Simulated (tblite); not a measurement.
Record of a relaxation.

Species: C₄H₁₃NO₂Si₂.
Numbering: `[CH2:1]=[C:2]([CH2:3][OH:4])[Si@@H:5]([OH:6])[SiH2:7][NH:8][CH3:9]` (hydrogens: H10, H11 on C1; H12, H13 on C3; H14 on O4; H15 on Si5; H16 on O6; H17, H18 on Si7; H19 on N8; H20, H21, H22 on C9)

Computed with GFN2-xTB (tblite), gas phase: L-BFGS steps from a force-field or distance-geometry start until the largest atomic force falls under 0.01 eV/Å. 4 of its 250 geometries are shown.

Step 0: E = -807.5601 eV, largest atomic force 2.550 eV/Å
```
atom  x, y, z in Å  |  force x, y, z in eV/Å
C1      1.781   -1.336    0.948   -0.840   0.295  -0.460
C2      1.879   -0.418   -0.028    1.375  -1.173   1.654
C3      3.249    0.130   -0.268    0.559  -0.648  -0.605
O4      3.309    1.504   -0.105    1.271   1.362   0.156
Si5     0.388    0.088   -0.960   -1.094  -0.754  -2.176
O6     -0.214   -1.344   -1.749    0.574   0.356   2.425
Si7    -1.273    0.766    0.370   -0.728   0.587  -0.352
N8     -2.762    0.362   -0.494    1.739   0.077   0.962
C9     -3.878    0.012    0.325   -2.175   0.305  -0.790
H10     0.799   -1.776    1.184    0.695   0.141  -0.040
H11     2.622   -1.669    1.535   -0.079  -0.021  -0.008
H12     4.002   -0.341    0.390   -0.253  -0.192   0.063
H13     3.557   -0.102   -1.304   -0.136  -0.222  -0.101
H14     4.277    1.752   -0.170   -1.500  -0.112   0.070
H15     0.664    1.172   -1.927    0.180  -0.522  -0.130
H16    -0.412   -1.977   -0.987    0.242   0.970  -1.844
H17    -1.160    0.165    1.694   -0.351   0.051   0.225
H18    -1.207    2.244    0.443   -0.053  -0.084   0.403
H19    -2.927    1.049   -1.227   -0.479  -0.422   0.269
H20    -4.656   -0.443   -0.347    0.367   0.174   0.503
H21    -4.374    0.912    0.771    0.306  -0.591   0.066
H22    -3.676   -0.729    1.105    0.379   0.424  -0.289
```

Step 83: E = -808.5706 eV, largest atomic force 0.061 eV/Å
```
atom  x, y, z in Å  |  force x, y, z in eV/Å
C1      1.893   -1.590    0.901   -0.004   0.006  -0.046
C2      1.950   -0.582    0.043   -0.010   0.004   0.050
C3      3.214    0.198   -0.152    0.012  -0.023   0.003
O4      2.886    1.573   -0.203   -0.008  -0.034   0.023
Si5     0.468    0.055   -0.961    0.012  -0.018   0.014
O6     -0.057   -1.139   -1.962    0.000  -0.010   0.033
Si7    -1.188    0.702    0.501    0.000  -0.019  -0.036
N8     -2.648    0.145   -0.237   -0.010   0.029  -0.014
C9     -3.954    0.329    0.352    0.015   0.004   0.013
H10     0.990   -2.161    1.043   -0.019   0.014  -0.019
H11     2.741   -1.914    1.491    0.003   0.038  -0.042
H12     3.934   -0.002    0.656    0.007   0.035  -0.010
H13     3.669   -0.120   -1.103    0.001   0.015   0.000
H14     3.657    2.071   -0.494   -0.024  -0.012   0.019
H15     0.908    0.962   -2.016    0.016   0.016  -0.012
H16    -0.482   -1.917   -1.614   -0.013  -0.024  -0.009
H17    -1.185   -0.012    1.792   -0.031   0.032   0.039
H18    -1.217    2.139    0.851    0.027  -0.051  -0.021
H19    -2.701    0.173   -1.245    0.015  -0.004   0.013
H20    -4.653   -0.417   -0.033    0.005   0.024  -0.009
H21    -4.366    1.327    0.159   -0.005  -0.033   0.003
H22    -3.870    0.201    1.428    0.012   0.009   0.008
```

Step 166: E = -808.6766 eV, largest atomic force 0.034 eV/Å
```
atom  x, y, z in Å  |  force x, y, z in eV/Å
C1      2.431   -2.012    0.203    0.005  -0.017   0.008
C2      2.022   -0.797   -0.128    0.013   0.023  -0.017
C3      2.809    0.420    0.251   -0.009  -0.005   0.005
O4      1.915    1.513    0.321    0.000   0.013  -0.031
Si5     0.440   -0.391   -1.081    0.011   0.018   0.000
O6     -0.204   -1.774   -1.685   -0.007  -0.014  -0.016
Si7    -1.003    0.798    0.249    0.000   0.001  -0.019
N8     -2.579    0.199   -0.138   -0.001   0.009   0.007
C9     -3.786    0.749    0.425    0.000  -0.002   0.014
H10     1.885   -2.886   -0.108   -0.012  -0.013   0.015
H11     3.331   -2.192    0.772    0.018  -0.012   0.003
H12     3.331    0.283    1.209    0.001  -0.007   0.008
H13     3.567    0.602   -0.526   -0.004  -0.003   0.005
H14     2.411    2.327    0.453   -0.009   0.002   0.012
H15     0.850    0.205   -2.358    0.004   0.003   0.002
H16    -0.606   -2.420   -1.111    0.006   0.008   0.001
H17    -0.904    0.591    1.705   -0.012  -0.007   0.010
H18    -0.880    2.257    0.061   -0.006   0.008  -0.007
H19    -2.729   -0.132   -1.080   -0.025   0.005  -0.002
H20    -4.601    0.024    0.376    0.015  -0.018  -0.003
H21    -4.112    1.665   -0.081    0.014   0.002  -0.005
H22    -3.599    0.991    1.468    0.000   0.007   0.011
```

Step 249: E = -808.6855 eV, largest atomic force 0.010 eV/Å
```
atom  x, y, z in Å  |  force x, y, z in eV/Å
C1      2.379   -2.026    0.178    0.000  -0.005   0.007
C2      1.981   -0.804   -0.138   -0.003   0.000   0.004
C3      2.697    0.408    0.378    0.008  -0.003  -0.002
O4      1.913    1.541    0.064   -0.006   0.003   0.005
Si5     0.474   -0.372   -1.197    0.001  -0.003  -0.008
O6     -0.173   -1.745   -1.824    0.004   0.000   0.003
Si7    -0.960    0.859    0.104   -0.003  -0.001   0.009
N8     -2.538    0.189   -0.117   -0.004  -0.004   0.002
C9     -3.707    0.702    0.554    0.001   0.001   0.000
H10     1.869   -2.893   -0.207    0.009  -0.001  -0.003
H11     3.230   -2.221    0.816    0.001  -0.004  -0.001
H12     2.857    0.337    1.464   -0.005   0.001  -0.003
H13     3.683    0.486   -0.104    0.003  -0.003  -0.003
H14     2.359    2.341    0.358    0.005   0.006   0.000
H15     0.953    0.210   -2.452    0.000   0.003   0.001
H16    -0.567   -2.400   -1.255   -0.003   0.002  -0.003
H17    -0.764    0.755    1.563   -0.006   0.005  -0.006
H18    -0.893    2.306   -0.186   -0.003   0.000   0.000
H19    -2.770   -0.163   -1.034   -0.002   0.001  -0.003
H20    -4.490   -0.058    0.592    0.001   0.002   0.003
H21    -4.115    1.596    0.067    0.001  -0.003   0.000
H22    -3.430    0.971    1.571    0.002   0.003  -0.001
```

Question: Summarise the path.

Answer: The energy falls by 108.58 kJ/mol from step 0 to step 249; nine tenths of that is first reached at step 86. It never rises by more than 0.2 meV. The largest force goes from 2.550 to 0.010 eV/Å. Among the bonds Si5–O6 changes most, from 1.743 to 1.642 Å; the atoms move by 1.160 Å rms after alignment.

Question: Follow the three bonds and two angles with the largest change from start to end.

Answer: 
```csv
step,E above end (kJ/mol),largest force (eV/Å),Si5–O6 (Å),C2–Si5 (Å),Si5–Si7 (Å),Si5–O6–H16 (°),O6–Si5–H15 (°)
0,108.58,2.550,1.743,1.830,2.233,104.0,111.7
11,26.96,0.215,1.640,1.907,2.322,121.1,100.0
22,22.51,0.115,1.645,1.907,2.311,121.0,96.8
32,18.19,0.156,1.646,1.900,2.296,121.7,97.5
43,15.82,0.082,1.642,1.901,2.300,121.6,96.8
54,13.83,0.099,1.642,1.901,2.301,122.9,96.8
65,12.04,0.064,1.644,1.898,2.298,120.9,97.5
76,11.57,0.051,1.643,1.897,2.295,121.8,96.7
87,10.77,0.091,1.644,1.898,2.301,121.1,96.5
97,9.80,0.083,1.645,1.896,2.300,121.1,96.5
108,8.78,0.144,1.646,1.898,2.305,121.5,97.5
119,4.40,0.141,1.642,1.890,2.308,122.4,96.2
130,2.09,0.058,1.642,1.890,2.299,122.0,96.9
141,1.57,0.040,1.641,1.892,2.295,121.0,97.8
152,1.29,0.045,1.641,1.891,2.295,120.1,97.8
162,0.94,0.031,1.642,1.891,2.295,120.9,97.7
173,0.64,0.039,1.643,1.892,2.294,120.6,97.2
184,0.46,0.017,1.642,1.892,2.296,121.0,97.6
195,0.30,0.032,1.641,1.891,2.295,121.0,97.7
206,0.20,0.015,1.642,1.893,2.296,120.7,97.5
217,0.16,0.022,1.642,1.892,2.296,120.8,97.8
227,0.11,0.015,1.642,1.892,2.296,120.8,97.6
238,0.04,0.020,1.642,1.892,2.293,120.8,97.7
249,0.00,0.010,1.642,1.892,2.294,120.7,97.7
```

What follows is the cost of the whole relaxation. Time: 4.2 s of wall time. Hardware: Arm Neoverse N1, one thread, shared host with 64 logical CPUs at a one-minute load of 61.
